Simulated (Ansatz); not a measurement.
C, charge +1, doublet; Ansatz (a quantum-chemistry and plane-wave program) with MP2/cc-pVDZ.

Here is a job for Ansatz.
Ansatz 0.2 input:
```yaml
crystal:
  periodic: [false, false, false]
  atoms:
    - {symbol: C, position_ang: [0.00000000, 0.00000000, 0.00000000]}
basis:
  gaussian:
    orbitals: cc-pVDZ
total_charge: 1
magnetization: {spin_polarized: true, initial_magnetization: 1}
correlation: {method: mp2}
```

The log (banner, timings and long lists left out):

```
Functional definition: HF
71 factors; integrals over basis functions are off by at most 9.1e-5 eV
mean field evaluation 1: about -1014.4423 eV, gradient 5.5e0 eV
mean field evaluation 2: about -1014.4465 eV, gradient 5.5e0 eV
mean field evaluation 4: about -1014.6989 eV, gradient 2.2e-1 eV
mean field evaluation 8: about -1014.6997 eV, gradient 5.1e-4 eV
mean field evaluation 16: about -1014.6997 eV, gradient 1.7e-4 eV
mean field -1014.69973992 eV, -37.2895276540 hartree, gradient 1.3e-6 eV, S^2 0.755444; 3 other end points of the search recorded, 0 dependent functions left out
1 core orbitals not correlated
reference -1014.69973992 eV, -37.2895276540 hartree; 2, 1 occupied and 11, 12 virtual orbitals, 71 factors
second order -1.12360747 eV of doubles, -0.00000000 eV of singles
Total energy: -1015.82334739 eV, -37.3308194668 hartree
```
